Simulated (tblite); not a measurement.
Compound: C5H5F2O3 (doublet state).
Numbering: `[O:1]=[C:2]1[CH:3][O:4][C@@H:5]([O:6][CH:7]([F:8])[F:9])[CH2:10]1` (hydrogens: H11 on C3; H12 on C5; H13 on C7; H14, H15 on C10)
Bond orders are those of one Lewis drawing.

Computed with GFN2-xTB (tblite), gas phase: L-BFGS steps from a force-field or distance-geometry start until the largest atomic force falls under 0.01 eV/Å.

Step 77: E = -948.9229 eV
```
atom  x, y, z in Å  |  force x, y, z in eV/Å
O1      3.3541   -0.0680    0.4234   -0.052   0.024  -0.027
C2      2.2045   -0.1546    0.0270    0.043  -0.046   0.056
C3      1.6101   -1.1830   -0.7493   -0.034   0.034   0.014
O4      0.3257   -0.9687   -1.0524   -0.020   0.035  -0.128
C5     -0.0970    0.2837   -0.5084   -0.019   0.014   0.012
O6     -1.1922    0.0721    0.3394   -0.138  -0.062  -0.040
C7     -2.4185   -0.0683   -0.2290   -0.051   0.129  -0.008
F8     -3.1648    1.0316    0.0360   -0.038  -0.022   0.036
F9     -3.0712   -1.0992    0.3206    0.068   0.030  -0.011
C10     1.0664    0.8398    0.2968    0.045   0.016   0.022
H11     2.0473   -2.0916   -1.1188    0.014  -0.012   0.009
H12    -0.3879    0.9295   -1.3513   -0.014  -0.050  -0.044
H13    -2.4130   -0.1898   -1.3284    0.078  -0.109   0.041
H14     1.3300    1.8558    0.0125    0.051  -0.026   0.030
H15     0.8020    0.8188    1.3543    0.068   0.044   0.035
```

Step 78: E = -948.9256 eV
```
atom  x, y, z in Å  |  force x, y, z in eV/Å
O1      3.3159   -0.2079    0.5043   -0.551   0.021  -0.265
C2      2.1764   -0.2009    0.0527    0.249  -0.079   0.180
C3      1.5426   -1.1605   -0.7857    0.009   0.088   0.145
O4      0.2725   -0.8703   -1.0933    0.091   0.140  -0.093
C5     -0.1007    0.3751   -0.4917    0.025   0.022  -0.054
O6     -1.1854    0.1587    0.3688   -0.483  -0.181  -0.280
C7     -2.3870   -0.1227   -0.2299   -0.034   0.094   0.068
F8     -3.2208    0.9498   -0.0951    0.213  -0.421  -0.004
F9     -2.9777   -1.1573    0.3939    0.114   0.346  -0.063
C10     1.0988    0.8704    0.3053    0.078   0.054  -0.027
H11     1.9303   -2.0850   -1.1751    0.006   0.044   0.028
H12    -0.4047    1.0618   -1.2996    0.066  -0.101  -0.033
H13    -2.3362   -0.3682   -1.3170    0.119   0.107   0.348
H14     1.4440    1.8533   -0.0283   -0.045  -0.162   0.138
H15     0.8275    0.9118    1.3633    0.142   0.029  -0.086
```

Step 79: E = -948.9367 eV
```
atom  x, y, z in Å  |  force x, y, z in eV/Å
O1      3.3226   -0.1504    0.4847   -0.138   0.004  -0.084
C2      2.1835   -0.1839    0.0482    0.094  -0.019   0.103
C3      1.5729   -1.1696   -0.7697   -0.015   0.006   0.054
O4      0.3001   -0.9108   -1.0852   -0.005   0.076  -0.127
C5     -0.0995    0.3331   -0.5036   -0.022   0.008  -0.013
O6     -1.1874    0.1086    0.3527   -0.036  -0.035  -0.002
C7     -2.3985   -0.0964   -0.2261   -0.046  -0.004  -0.024
F8     -3.1891    0.9804   -0.0170   -0.068   0.025   0.009
F9     -3.0186   -1.1313    0.3526    0.023   0.002   0.057
C10     1.0826    0.8579    0.2971    0.003  -0.004  -0.006
H11     1.9856   -2.0848   -1.1505    0.020  -0.015   0.007
H12    -0.4033    1.0001   -1.3256    0.021  -0.050  -0.038
H13    -2.3652   -0.2780   -1.3154    0.056  -0.019  -0.002
H14     1.3974    1.8490   -0.0225    0.026  -0.006   0.055
H15     0.8123    0.8843    1.3528    0.087   0.029   0.013
```

Step 80: E = -948.9408 eV
```
atom  x, y, z in Å  |  force x, y, z in eV/Å
O1      3.3095   -0.1801    0.5056   -0.148  -0.001  -0.095
C2      2.1750   -0.1944    0.0559    0.082  -0.015   0.099
C3      1.5582   -1.1658   -0.7749    0.002   0.001   0.064
O4      0.2920   -0.8872   -1.1002   -0.001   0.083  -0.116
C5     -0.0998    0.3527   -0.5044   -0.013   0.005  -0.020
O6     -1.1843    0.1227    0.3556   -0.058  -0.040  -0.025
C7     -2.3914   -0.1075   -0.2253   -0.023  -0.045   0.006
F8     -3.1973    0.9610   -0.0346   -0.062  -0.003  -0.003
F9     -2.9974   -1.1453    0.3663    0.030   0.050   0.052
C10     1.0885    0.8649    0.2962   -0.004   0.003  -0.006
H11     1.9613   -2.0848   -1.1581    0.017  -0.003   0.010
H12    -0.4068    1.0275   -1.3189    0.026  -0.048  -0.029
H13    -2.3498   -0.3096   -1.3109    0.051   0.011   0.006
H14     1.4209    1.8484   -0.0313    0.015  -0.020   0.058
H15     0.8169    0.9055    1.3514    0.088   0.022  -0.001
```

**Question.** Estimate the geometry and energy of step 81. (The exact step hangs on the optimiser's Hessian estimate; all steps are aligned on step 80, rigid shifts and turns removed.)

**Answer.** E = -948.9437 eV, largest force 0.489 eV/Å
```
atom  x, y, z in Å  |  force x, y, z in eV/Å
O1      3.2515   -0.3034    0.5899   -0.433   0.003  -0.229
C2      2.1363   -0.2394    0.0901    0.151   0.036   0.122
C3      1.4953   -1.1528   -0.7911   -0.051   0.048   0.056
O4      0.2599   -0.7881   -1.1657    0.215   0.092   0.047
C5     -0.1002    0.4323   -0.5089    0.013  -0.021  -0.051
O6     -1.1701    0.1764    0.3673   -0.268  -0.087  -0.208
C7     -2.3597   -0.1546   -0.2202    0.032  -0.061   0.063
F8     -3.2330    0.8809   -0.1038    0.168  -0.313  -0.055
F9     -2.9087   -1.1992    0.4232    0.046   0.265   0.008
C10     1.1114    0.8941    0.2909    0.040   0.026   0.023
H11     1.8630   -2.0810   -1.1906   -0.003   0.033   0.028
H12    -0.4195    1.1384   -1.2914    0.034  -0.036   0.006
H13    -2.2807   -0.4362   -1.2928    0.006   0.185   0.196
H14     1.5149    1.8451   -0.0674   -0.052  -0.147   0.077
H15     0.8350    0.9954    1.3429    0.101  -0.021  -0.084
```

The energy changes by -0.0029 eV. The first-order estimate −F·Δx gives -0.0173 eV and the mean of the old and new forces, exact on a quadratic surface, +0.0013 eV. The step makes an angle of 82° with the force vector and moves no atom by more than 0.160 Å.

What follows is the cost of the whole relaxation. The run took 0.69 s wall on one thread of an Arm Neoverse V2, no GPU, shared host with 96 logical CPUs at a one-minute load of 16.
